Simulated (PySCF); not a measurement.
phosphorus nitride (NP), SMILES N#P.

Geometry optimised at r2SCAN-D4/def2-TZVPD.

Calculation: PySCF with ωB97X/def2-TZVPD.

Gas-phase values at a fixed geometry.

* **total energy**: -396.06963 hartree
* **point group**: C∞v
* **highest occupied level**: -11.81 eV
* **lowest empty level**: -0.21 eV
* **orbital gap**: 11.60 eV
* **dipole moment**: 0.623 e·Å
* **quadrupole, principal values (traceless, Buckingham form, about the centre of nuclear charge)**: -2.43, 1.21, 1.21 D·Å
* **mean static polarisability**: 28.0 bohr³ (4.15 Å³)
* **polarisability, principal values**: 23.9, 23.9, 36.1 bohr³
